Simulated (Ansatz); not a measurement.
Relaxation of GeH4 (5 atoms, charge 0, multiplicity 1), to a largest force component of 0.02 eV/Å in at most 40 steps.

Theory: Ansatz 0.2.0, RKS BHLYP-D4/def2-SVP.

```xyz
5
Properties=species:S:1:pos:R:3
Ge 0.000 0.000 0.000
H 0.000 0.000 1.550
H 1.462 0.000 -0.516
H -0.730 1.265 -0.516
H -0.730 -1.265 -0.516
```

Problem. Where does it end, and by what steps?

Solution. It converged. After 2 steps the energy has fallen by 0.014 eV; H3 moved furthest, 0.02 Å.

| step | energy less start (eV) | largest force component (eV/Å) | accepted |
| --- | --- | --- | --- |
| 0 | 0.0000 | 0.353 | yes |
| 1 | -0.0136 | 0.021 | yes |
| 2 | -0.0137 | 0.000 | yes |

```xyz
5
Properties=species:S:1:pos:R:3
Ge 0.000 0.000 0.000
H 0.000 0.000 1.530
H 1.443 0.000 -0.510
H -0.721 1.249 -0.510
H -0.721 -1.249 -0.510
```

Time of the run: 3.2 s on 1 thread of Arm Neoverse V2, on a shared host, peak memory 0.097 GiB.
